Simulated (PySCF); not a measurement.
Compound: C4H6BF5.
Geometry (PBE0-D3(BJ)/def2-SVP, Å), atoms numbered from 1 in this order:
```xyz
16
C4H6BF5 angstrom
F      3.451   -0.174   -0.857
B      2.365    0.189   -0.197
F      2.172    1.491   -0.064
C      1.390   -0.863    0.423
C      0.038   -0.332    0.890
C     -0.831    0.146   -0.264
C     -2.201    0.595    0.170
F     -2.140    1.597    1.054
F     -2.925    1.021   -0.870
F     -2.884   -0.401    0.750
H      1.271   -1.703   -0.282
H      1.940   -1.300    1.278
H     -0.505   -1.114    1.444
H      0.182    0.503    1.594
H     -0.364    0.996   -0.785
H     -0.980   -0.655   -1.005
```

Level: wB97X-D/def2-SVPD in PySCF, non-relativistic, on one gas-phase PBE0-D3(BJ)/def2-SVP geometry that isn't relaxed in the solvent. The solvent is an IEF-PCM continuum (van der Waals radii × 1.2), and excitations are vertical TDDFT with non-equilibrium linear response and a frozen core. Only the electrostatic response of the medium enters.

Gas-phase singlets (H = HOMO, L = LUMO):

```json
{"state": "S1", "E (eV)": "8.409", "λ (nm)": "147", "f": "0.014", "leading configuration": "H→L+1 72%"}
{"state": "S2", "E (eV)": "9.173", "λ (nm)": "135", "f": "0.019", "leading configuration": "H→L 72%"}
{"state": "S3", "E (eV)": "9.493", "λ (nm)": "131", "f": "0.017", "leading configuration": "H-1→L+1 42%"}
{"state": "S4", "E (eV)": "9.764", "λ (nm)": "127", "f": "0.031", "leading configuration": "H-2→L+1 38%"}
{"state": "S5", "E (eV)": "9.918", "λ (nm)": "125", "f": "0.013", "leading configuration": "H-1→L 46%"}
```

Problem. How does the list change in cyclohexane (ε = 2.017)?

Solution. 
```csv
state,E (eV),λ (nm),f,leading configuration,change by rank (eV)
S1,8.381,148,0.020,H→L+1 77%,-0.028
S2,9.148,136,0.027,H→L 74%,-0.025
S3,9.438,131,0.027,H-1→L+1 61%,-0.055
S4,9.730,127,0.038,H-2→L+1 56%,-0.034
S5,9.856,126,0.015,H-1→L 50%,-0.062
```

Problem. How do the frontier levels move from gas to cyclohexane?

Solution. 
```
orbital  gas (eV)  solvent (eV)  change (eV)                   Löwdin shares, gas               Löwdin shares, solvent
 LUMO+2      2.60          2.66        +0.06    C7 14 %, F10 10 %, B2 9 %, C5 9 %   C7 18 %, F10 12 %, F8 10 %, C6 8 %
 LUMO+1      1.91          2.08        +0.17   B2 40 %, C4 15 %, F3 15 %, F1 13 %   B2 40 %, F3 15 %, C4 15 %, F1 14 %
   LUMO      1.68          1.83        +0.15     B2 52 %, C4 9 %, H12 7 %, F1 6 %      B2 55 %, F1 7 %, C4 7 %, F3 6 %
   HOMO    -11.65        -11.45        +0.20  C4 23 %, C5 20 %, B2 12 %, H13 12 %  C4 22 %, C5 21 %, B2 12 %, H13 12 %
 HOMO-1    -12.31        -12.09        +0.22  C5 24 %, C4 18 %, C6 17 %, H14 11 %  C5 25 %, C4 18 %, C6 16 %, H14 12 %
 HOMO-2    -12.39        -12.24        +0.15   C4 17 %, C6 17 %, C5 16 %, C7 12 %   C4 19 %, C6 17 %, C5 16 %, C7 12 %
 HOMO-3    -13.17        -12.99        +0.18  C6 24 %, C4 13 %, H15 13 %, C5 10 %   C6 24 %, C4 14 %, H15 13 %, C5 9 %
```

The HOMO–LUMO gap goes from 13.34 to 13.28 eV. Rows go by rank; for LUMO+2 the atom shares or the degeneracy differ between the runs, so the row needn't follow one orbital.

Time: 2.2 min of wall time; peak memory 1.3 GiB. Hardware: Arm Neoverse N1, one thread, on a shared host. This is the whole response run at wB97X-D/def2-SVPD in cyclohexane, SCF included.
